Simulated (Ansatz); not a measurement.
`COC(O)(F)F` + `[AlH3]` → `O[C](F)(F)[AlH2]` + CH₃OH at 600 K and 1 bar (formal exchange of groups at a C–O bond).

Program: Ansatz. Geometries: PBE0-D4/def2-TZVP. ΔE: electronic, gas phase. CBS: MP2 limit from def2 TZ/QZ plus the TZ coupled-cluster correction, frozen cores. This one scheme is used for every species. One conformer a species, not always the lowest.

| species | CCSD(T)/CBS energy (Eh) | H − E (kJ/mol) | S (J/(mol·K)) |
| --- | --- | --- | --- |
| `COC(O)(F)F` | -428.44490 | 239.6 | 417.7 |
| `[AlH3]` | -243.78045 | 74.2 | 242.3 |
| `O[C](F)(F)[AlH2]` | -556.60393 | 158.2 | 426.4 |
| CH₃OH | -115.61712 | 163.6 | 277.3 |

H − E and S are ideal-gas, rigid-rotor, harmonic terms from PBE0-D4/def2-TZVP, for one conformer and one mirror image of each species. 1 Eh = 2625.50 kJ/mol, R = 8.31446 J/(mol·K).

**Question.** By hand: ΔE, ΔH, ΔS and ΔG.

**Answer.** ΔE = (-556.60393) + (-115.61712) − (-428.44490) − (-243.78045) = 0.00430 Eh = 11.3 kJ/mol. Δ(H − E) = 158.2 + 163.6 − 239.6 − 74.2 = 8.0, so ΔH = 19.3 kJ/mol. ΔS = 426.4 + 277.3 − 417.7 − 242.3 = 43.7 J/(mol·K). ΔG = 19.3 − 600 × (43.7)/1000 = -6.9 kJ/mol.

**Question.** By hand: the equilibrium constant, and the temperature at which ΔG would vanish if ΔH and ΔS stayed fixed.

**Answer.** log₁₀ K = −ΔG/(RT ln 10) = 0.6. ΔG = 0 at ΔH/ΔS = 442 K.

TΔS isn't small against ΔH here. A doubt of 5 kJ/mol in ΔE shifts log₁₀ K by 0.4 here. Other conformers and mirror images would add mixing entropy, several J/(mol·K) or more a flexible species. Modes under 60 cm⁻¹, often nearly free rotors, make the harmonic entropy too high. These are equilibria of isolated gas molecules and say nothing of rates. Largest T1 diagnostic: 0.013 (customary marks: 0.02 for closed shells, 0.045 for open ones).
